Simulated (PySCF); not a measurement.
```xyz
3
charge 0 multiplicity 1, angstrom
Zr   -1.1976    0.0000   -0.8832
N    -2.6176    0.0000    0.0234
I     1.1371    0.0000    0.6231
```

Method: PBE0 in PySCF with Zr def2-TZVP with ECP28, N def2-TZVP, I def2-TZVP with ECP28; scalar-relativistic core potentials, no spin–orbit coupling; density-fitted integrals.

This geometry of IZrN is a stationary point at this level.

**Question.** What is the point group?

**Answer.** Cs.

**Question.** Is it a minimum?

**Answer.** Yes: all harmonic wavenumbers are real.

**Question.** Which band is strongest in the infrared?

**Answer.** 1066 cm⁻¹ (a'), 187 km/mol.

**Question.** Give the ideal-gas entropy at 298.15 K and 1 bar by parts.

**Answer.** translation 176.7, rotation 113.7, vibration 20.4, spin 0.0; total 310.8 J/(mol K).

Other isomers or separated fragments may lie lower.
